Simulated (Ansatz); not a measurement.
Relative stability

The two ends of one reaction step of SnNH7S, closed shell (PBE0-D4/def2-TZVP).

A:

Sn1  (-1.246, 0.526, -1.416)
N2  (1.094, -0.463, 1.645)
H3  (-1.929, 0.864, -2.940)
H4  (-1.117, 1.956, -0.487)
H5  (-2.212, -0.600, -0.565)
H6  (1.997, -0.799, 1.958)
S7  (0.925, -0.388, -1.810)
H8  (0.390, -1.071, 2.047)
H9  (0.962, 0.460, 2.040)
H10  (1.137, -0.484, -0.470)
(Å)

B:

| atom | x (Å) | y (Å) | z (Å) |
| --- | --- | --- | --- |
| Sn1 | -1.1618 | 0.9072 | -0.0269 |
| N2 | 0.4311 | 0.2123 | 1.0552 |
| H3 | -0.4925 | 1.8566 | -1.2682 |
| H4 | -2.2194 | 1.8432 | 0.9445 |
| H5 | -1.9605 | -0.4810 | -0.6003 |
| H6 | 1.4005 | -0.8927 | -0.4231 |
| S7 | 1.7825 | -1.4806 | -1.5905 |
| H8 | 0.1517 | -0.3452 | 1.8535 |
| H9 | 1.0194 | 0.9579 | 1.4078 |
| H10 | 1.0489 | -2.5777 | -1.3517 |

Ansatz 0.2.0; basis: def2-TZVPP; cores frozen in the correlated methods. Filled d shells of the heavier atoms are correlated. Core potentials replace the inner electrons of the atoms past krypton. The def2 sets are not built for correlating such inner shells, so the correlated values are less sure here. B3LYP uses VWN-RPA correlation.

Q: Which structure is lower at CCSD(T), and by how much? (An estimate is asked for; the value comes from the calculation.)

A: By the calculation: A, by 16.23 kcal/mol (electronic energy, against the other). By their contacts, A is a complex of SnH₄S ([SH][SnH3]) + NH₃ and B is a complex of SnNH₅ ([NH2][SnH3]) + H₂S.

All methods give the same order:

```json
{"method": "SPW92", "E(B) − E(A) (kcal/mol)": "17.28"}
{"method": "PBE-D4", "E(B) − E(A) (kcal/mol)": "17.89"}
{"method": "BLYP-D4", "E(B) − E(A) (kcal/mol)": "16.51"}
{"method": "r2SCAN-D4", "E(B) − E(A) (kcal/mol)": "17.92"}
{"method": "B97M-V", "E(B) − E(A) (kcal/mol)": "18.00"}
{"method": "PBE0-D4", "E(B) − E(A) (kcal/mol)": "18.53"}
{"method": "B3LYP-D4", "E(B) − E(A) (kcal/mol)": "17.22"}
{"method": "r2SCAN0-D4", "E(B) − E(A) (kcal/mol)": "18.53"}
{"method": "BHLYP-D4", "E(B) − E(A) (kcal/mol)": "17.90"}
{"method": "CAM-B3LYP-D4", "E(B) − E(A) (kcal/mol)": "16.49"}
{"method": "wB97X-V", "E(B) − E(A) (kcal/mol)": "16.87"}
{"method": "wB97M-V", "E(B) − E(A) (kcal/mol)": "17.29"}
{"method": "B2PLYP", "E(B) − E(A) (kcal/mol)": "17.08"}
{"method": "PBE-QIDH", "E(B) − E(A) (kcal/mol)": "18.16"}
{"method": "RPA on PBE", "E(B) − E(A) (kcal/mol)": "15.02"}
{"method": "HF", "E(B) − E(A) (kcal/mol)": "18.25"}
{"method": "MP2", "E(B) − E(A) (kcal/mol)": "16.89"}
{"method": "CCSD", "E(B) − E(A) (kcal/mol)": "16.34"}
{"method": "CCSD(T)", "E(B) − E(A) (kcal/mol)": "16.23"}
```

No T1 diagnostic of these runs exceeds 0.013.

Labels in which every atom is bracketed show which atoms are joined, not bond orders.

For scale, one of the runs: CCSD(T)/def2-TZVPP, 221 basis functions, launched by `ansatz run in.yaml --threads 4 --pin off --events-out ev --progress --plain --max-ram 9574MiB`. The run took 100 s on 4 CPU threads of an Arm Neoverse V1 (shared host), with 3.7 GiB of host memory at its peak.
